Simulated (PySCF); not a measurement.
Atom-mapped SMILES (the numbers label the heavy atoms): `[O:1]=[CH:2][SiH2:3][O:4][SiH2:5][OH:6]`. Each H is labelled by its parent atom.

Geometry: PBE0-D3(BJ)/def2-SVP; GIAO shifts from PySCF 2.14.0 with density-fitted response routines, gas phase, non-relativistic, averaged over equivalent atoms.

At KT2/pcSseg-1 (146 basis functions, 20 s wall time on 1 thread of an Arm Neoverse V1, shared host):
```json
{"atoms": "O1", "δ (ppm)": "783.0"}
{"atoms": "O6", "δ (ppm)": "80.8"}
{"atoms": "O4", "δ (ppm)": "54.9"}
{"atoms": "C2", "δ (ppm)": "232.2"}
{"atoms": "Si5", "δ (ppm)": "-23.1"}
{"atoms": "Si3", "δ (ppm)": "-39.1"}
{"atoms": "H(C2)", "δ (ppm)": "11.35"}
{"atoms": "H(Si3)", "δ (ppm)": "5.43"}
{"atoms": "H(Si5)", "δ (ppm)": "5.07"}
{"atoms": "H(O6)", "δ (ppm)": "4.87"}
```

δ = σ(ref) − σ, references computed at the same level: $^{17}$O (σ = 330.66 ppm) against H2O; $^{13}$C (σ = 183.22 ppm), $^{29}$Si (σ = 361.05 ppm), $^{1}$H (σ = 31.18 ppm) vs TMS.

Question: What do these become at PBE0/IGLO-III?

Answer: 
```csv
atoms,δ at PBE0/IGLO-III,change
O1,851.9,+68.9
O6,72.8,-8.0
O4,56.6,+1.7
C2,261.3,+29.1
Si5,-32.5,-9.4
Si3,-47.0,-7.9
H(C2),12.08,+0.73
H(Si3),5.46,+0.03
H(Si5),5.13,+0.06
H(O6),5.23,+0.36
```

δ = σ(ref) − σ, references computed at the same level: $^{17}$O (σ = 327.19 ppm) against H2O; $^{13}$C (σ = 183.78 ppm) and $^{29}$Si (σ = 345.34 ppm) and $^{1}$H (σ = 31.37 ppm) vs TMS.

The largest change is at O1 (carbonyl oxygen). Cost: 288 basis functions, 41 s wall time on 1 thread of an Arm Neoverse V1, shared host.

Unscaled 17O shifts of doubly bonded oxygen tend to come out too high, by tens of ppm or more. Experimental scales use liquid or dissolved standards, which lie at an offset from isolated H2O (liquid H2O: subtract about 36 ppm).
